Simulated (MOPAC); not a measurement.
Job for MOPAC: PM7 on ClH6NSi (a complex).

```
PM7 1SCF PRECISE CHARGE=0 THREADS=1
ClH6NSi

N     -0.09383993 1    -0.07481457 1     0.31169613 1
H     -0.30930572 1     0.89874724 1     0.49350779 1
H      0.52874894 1    -0.11157917 1    -0.48725244 1
H     -0.96141658 1    -0.52830540 1     0.04871559 1
Si     0.43223857 1    -1.03704059 1     3.20463340 1
Cl    -1.32242813 1     0.06465540 1     3.36585749 1
H      0.71455941 1    -1.51188055 1     4.57914716 1
H      1.53625463 1    -0.17109418 1     2.76186389 1
H      0.22061766 1    -2.20172755 1     2.33079907 1
```

Output:

```
*******************************************************************************
 **                                                                           **
 **                              MOPAC v23.2.5                                **
 **                                                                           **
 *******************************************************************************
 ** MOPAC's Digital Object Identifier: https://doi.org/10.5281/zenodo.6511958 **
 **                                                                           **
 ** Please cite the open-source release paper for use of this MOPAC version:  **
 ** J. E. Moussa and J. J. P. Stewart (2026)                                  **
 ** MOPAC: An open-source semiempirical molecular orbital program             **
 ** J. Open Source Softw., 11(119), 8025, https://doi.org/10.21105/joss.08025 **
 *******************************************************************************

                              PM7 CALCULATION RESULTS

 *******************************************************************************
 *  PM7        - The PM7 Hamiltonian to be used
 *
 *
 *
 *                 CHARGE ON SYSTEM = 0
 *
 *
 *
 *  PRECISE    - TIGHTER CRITERIA TO BE USED
 *  1SCF       - DO 1 SCF AND THEN STOP
 *  THREADS=1  - MULTI-THREADING NOT USED
 *  T=         - A TIME OF 172800.0 SECONDS REQUESTED
 *  DUMP=N     - RESTART FILE WRITTEN EVERY 7200.0 SECONDS REQUESTED
 *******************************************************************************
PM7 1SCF PRECISE CHARGE=0 THREADS=1
 ClH6NSi

   ATOM   CHEMICAL          X               Y               Z
  NUMBER   SYMBOL      (ANGSTROMS)     (ANGSTROMS)     (ANGSTROMS)

     1       N         -0.09383993  *  -0.07481457  *   0.31169613  *
     2       H         -0.30930572  *   0.89874724  *   0.49350779  *
     3       H          0.52874894  *  -0.11157917  *  -0.48725244  *
     4       H         -0.96141658  *  -0.52830540  *   0.04871559  *
     5      Si          0.43223857  *  -1.03704059  *   3.20463340  *
     6      Cl         -1.32242813  *   0.06465540  *   3.36585749  *
     7       H          0.71455941  *  -1.51188055  *   4.57914716  *
     8       H          1.53625463  *  -0.17109418  *   2.76186389  *
     9       H          0.22061766  *  -2.20172755  *   2.33079907  *



          CARTESIAN COORDINATES

    NO.       ATOM           X           Y           Z

     1         N         -0.0938     -0.0748      0.3117
     2         H         -0.3093      0.8987      0.4935
     3         H          0.5287     -0.1116     -0.4873
     4         H         -0.9614     -0.5283      0.0487
     5        Si          0.4322     -1.0370      3.2046
     6        Cl         -1.3224      0.0647      3.3659
     7         H          0.7146     -1.5119      4.5791
     8         H          1.5363     -0.1711      2.7619
     9         H          0.2206     -2.2017      2.3308

 General Reference for PM7:
 "Optimization of Parameters for Semiempirical Methods VI: More Modifications to the
 NDDO Approximations and Re-optimization of Parameters", J. J. P. Stewart, J. Mol. Mod., 1:32, 19 (2013)
 https://link.springer.com/article/10.1007/s00894-012-1667-x

           Empirical Formula: H6 N Si Cl  =     9 atoms



      MOLECULAR POINT GROUP   :   C1


      RHF CALCULATION, NO. OF DOUBLY OCCUPIED LEVELS = 11


 -------------------------------------------------------------------------------
 PM7 1SCF PRECISE CHARGE=0 THREADS=1
 ClH6NSi



     1SCF WAS SPECIFIED, SO BFGS WAS NOT USED
     SCF FIELD WAS ACHIEVED


                              PM7 CALCULATION
                                                       MOPAC v23.2.5 Linux




          FINAL HEAT OF FORMATION =        -36.31025 KCAL/MOL =    -151.92208 KJ/MOL


          COSMO AREA              =        124.34 SQUARE ANGSTROMS
          COSMO VOLUME            =        114.39 CUBIC ANGSTROMS

          IONIZATION POTENTIAL    =         10.621381 EV
          HOMO LUMO ENERGIES (EV) =        -10.621  0.082
          NO. OF FILLED LEVELS    =         11
          MOLECULAR WEIGHT        =         83.5926         POINT GROUP:  C1

          MOLECULAR DIMENSIONS (Angstroms)

            Atom       Atom       Distance
            H     7    H     3     5.25964
           Cl     6    H     9     2.91098
            H     8    H     4     2.60474


          SCF CALCULATIONS        =          1





   ATOM   CHEMICAL          X               Y               Z
  NUMBER   SYMBOL      (ANGSTROMS)     (ANGSTROMS)     (ANGSTROMS)

     1       N         -0.09383993  *  -0.07481457  *   0.31169613  *
     2       H         -0.30930572  *   0.89874724  *   0.49350779  *
     3       H          0.52874894  *  -0.11157917  *  -0.48725244  *
     4       H         -0.96141658  *  -0.52830540  *   0.04871559  *
     5      Si          0.43223857  *  -1.03704059  *   3.20463340  *
     6      Cl         -1.32242813  *   0.06465540  *   3.36585749  *
     7       H          0.71455941  *  -1.51188055  *   4.57914716  *
     8       H          1.53625463  *  -0.17109418  *   2.76186389  *
     9       H          0.22061766  *  -2.20172755  *   2.33079907  *

                             CARTESIAN COORDINATES

   1    N       -0.093839930    -0.074814570     0.311696130
   2    H       -0.309305720     0.898747240     0.493507790
   3    H        0.528748940    -0.111579170    -0.487252440
   4    H       -0.961416580    -0.528305400     0.048715590
   5   Si        0.432238570    -1.037040590     3.204633400
   6   Cl       -1.322428130     0.064655400     3.365857490
   7    H        0.714559410    -1.511880550     4.579147160
   8    H        1.536254630    -0.171094180     2.761863890
   9    H        0.220617660    -2.201727550     2.330799070


           Empirical Formula: H6 N Si Cl  =     9 atoms



      MOLECULAR POINT GROUP   :   C1


                  EIGENVALUES
 -35.73660 -25.56507 -18.02350 -16.24139 -16.17515 -13.17382 -13.12737 -12.80171
 -11.15138 -11.08648 -10.62138   0.08165   2.24744   2.41531   4.38009   6.52620
   6.55006   7.00230  20.81603  20.90316  21.29677  21.55282  21.75489  71.42662
  71.51159  71.59598  72.00771  72.02634


              NET ATOMIC CHARGES AND DIPOLE CONTRIBUTIONS

  ATOM NO.   TYPE          CHARGE      No. of ELECS.   s-Pop       p-Pop       d-Pop
    1          N          -0.706644        5.7066     1.63662     4.07003
    2          H           0.243365        0.7566     0.75664
    3          H           0.237697        0.7623     0.76230
    4          H           0.241014        0.7590     0.75899
    5         Si           0.156366        3.8436     0.94017     2.76901     0.13445
    6         Cl          -0.320669        7.3207     1.98287     5.33502     0.00278
    7          H           0.040956        0.9590     0.95904
    8          H           0.054099        0.9459     0.94590
    9          H           0.053818        0.9462     0.94618
 DIPOLE           X         Y         Z       TOTAL
 POINT-CHG.     2.406    -1.224    -1.537     3.106
 HYBRID        -1.114     0.944    -1.055     1.802
 SUM            1.292    -0.280    -2.593     2.910


          ATOMIC ORBITAL ELECTRON POPULATIONS

     Atom    s        px        py        pz      x^2-y^2     xz        z^2       yz        xy
    1  N   1.63662   1.27766   1.29378   1.49859
    2  H   0.75664
    3  H   0.76230
    4  H   0.75899
    5 Si   0.94017   0.77229   0.95049   1.04623   0.02717   0.02098   0.02598   0.03168   0.02864
    6 Cl   1.98287   1.56363   1.80818   1.96321   0.00039   0.00049   0.00085   0.00019   0.00085
    7  H   0.95904
    8  H   0.94590
    9  H   0.94618

 **********************
 *                    *
 * JOB ENDED NORMALLY *
 *                    *
 **********************




 == MOPAC DONE ==
```

The run finished.

Cost: about 0.05 core-seconds (a rough figure).
